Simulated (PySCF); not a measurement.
**`N[SiH2]CCF`: 4 charge schemes on one density**

Species: C2H8FNSi.
Numbering: `[NH2:1][SiH2:2][CH2:3][CH2:4][F:5]` (hydrogens: H6, H7 on N1; H8, H9 on Si2; H10, H11 on C3; H12, H13 on C4)

Cartesian coordinates in Å at the GFN2-xTB level; atoms count from 1:
```xyz
13
C2H8FNSi angstrom
N     -2.304   -0.207    0.021
Si    -0.849    0.518   -0.553
C      0.536   -0.480    0.296
C      1.914    0.081    0.014
F      2.182    0.064   -1.338
H     -2.393   -1.210    0.005
H     -3.181    0.213   -0.237
H     -0.644    0.512   -2.006
H     -0.878    1.893   -0.047
H      0.393   -0.479    1.375
H      0.514   -1.521   -0.029
H      2.709   -0.509    0.486
H      1.995    1.126    0.329
```

Density: PBE0/pcSseg-1 (PySCF); schemes: Mulliken, IAO, Hirshfeld and ESP-fitted. The structure is a single GFN2-xTB conformer in the gas phase; no vibrational or solvent corrections.

Q: Do the Mulliken, IAO, Hirshfeld and ESP-fitted schemes agree on where the charge is highest?

A: All schemes agree: Mulliken Si2 (+0.758); IAO Si2 (+0.904); Hirshfeld Si2 (+0.367); ESP-fitted Si2 (+0.745).

Q: Which atoms carry the lowest charge in the Mulliken, IAO, Hirshfeld and ESP-fitted schemes?

A: All schemes agree: Mulliken N1 (-0.629); IAO N1 (-0.844); Hirshfeld N1 (-0.322); ESP-fitted N1 (-1.083).

Q: At which atom do the 4 schemes differ most?

A: At N1: from -1.083 (ESP-fitted) to -0.322 e (Hirshfeld), 0.761 e apart.

Q: Tabulate the Mulliken, IAO, Hirshfeld and ESP-fitted charges.

A: In e:

```tsv
atom	environment	Mulliken	IAO	Hirshfeld	ESP-fitted
N1	silicon-bound nitrogen	-0.629	-0.844	-0.322	-1.083
Si2	SiH2 silicon	+0.758	+0.904	+0.367	+0.745
C3	sp3 carbon bound to silicon	-0.587	-0.567	-0.168	-0.289
C4	sp3 C–F carbon	+0.148	+0.053	+0.025	+0.090
F5	alkyl fluorine	-0.346	-0.334	-0.123	-0.249
H6	N–H hydrogen	+0.188	+0.258	+0.115	+0.381
H7	N–H hydrogen	+0.190	+0.260	+0.115	+0.405
H8	Si–H hydrogen	-0.103	-0.160	-0.093	-0.176
H9	Si–H hydrogen	-0.117	-0.145	-0.086	-0.139
H10	methylene hydrogen	+0.143	+0.159	+0.048	+0.088
H11	methylene hydrogen	+0.142	+0.148	+0.041	+0.108
H12	methylene hydrogen	+0.110	+0.137	+0.042	+0.068
H13	methylene hydrogen	+0.104	+0.132	+0.041	+0.053
```

Mean size of the charges over all atoms: IAO 0.316 e, ESP-fitted 0.298 e, Mulliken 0.274 e, Hirshfeld 0.122 e. Each set sums to the total charge, 0, to within 0.001 e. The IAO scheme projects the occupied orbitals on a minimal set of polarised atomic orbitals and counts the electrons in each atom's part of it.

Q: How closely do the schemes follow one another over all atoms?

A: Correlation coefficient and root-mean-square difference: IAO with Hirshfeld 0.99, 0.256 e; Mulliken with IAO 0.99, 0.084 e; Mulliken with Hirshfeld 0.97, 0.201 e; Hirshfeld with ESP-fitted 0.96, 0.267 e; IAO with ESP-fitted 0.95, 0.131 e; Mulliken with ESP-fitted 0.91, 0.177 e.

Q: How many electrons does the Mulliken scheme count on N1?

A: Z − q = 7 − (-0.629) ≈ 7.630.
